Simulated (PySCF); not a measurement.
## Electron correlation in Ru (ruthenium, neutral)

[Kr] 4d6 5s1 5p1, one real determinant (an excited configuration). All numbers are calculated (PySCF 2.14, scalar relativity through the core potential, in aug-cc-pwCVDZ-PP with ECP28MDF). Frozen: 4s2 4p6; 8 electrons correlated.

| level | correlation energy (mhartree) |
| --- | --- |
| CCSD | -141.32 |
| (T) | -3.74 |
| CCSD(T) | -145.06 |

Diagnostics: T1 = 0.012, D1 = 0.0388, largest double amplitude 0.053.

The real determinant used has ⟨L²⟩ near 8 against 12 for a pure F term, so it mixes terms.

Cost of the coupled-cluster step: about 10 core-seconds, for 8 correlated electrons.

The reference is one real determinant that mixes LS terms of this configuration.
